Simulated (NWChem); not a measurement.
BeNH2Cl; SMILES [NH2][Be][Cl]

```xyz
5

Be     0.0006     0.5382     0.0000
Cl     0.0014    -1.2805     0.0000
N     -0.0007     2.0308     0.0000
H     -0.0052     2.6197    -0.8260
H     -0.0052     2.6197     0.8260
```
Atoms are numbered in this order, from 1.

All runs: NWChem. Pople sets run with spherical d functions. All runs use the structure optimised with PBE0/def2-SVP. Field at 589 nm.

For level B3LYP/6-31G*:

```yaml
isotropic polarisability (bohr³): 28.1
anisotropy (bohr³): 22.0
```

Problem. How do the values read with level B3LYP/aug-cc-pVDZ instead?

Solution. The isotropic polarisability (bohr³) comes out as 39.8 and the anisotropy (bohr³) comes out as 16.9.
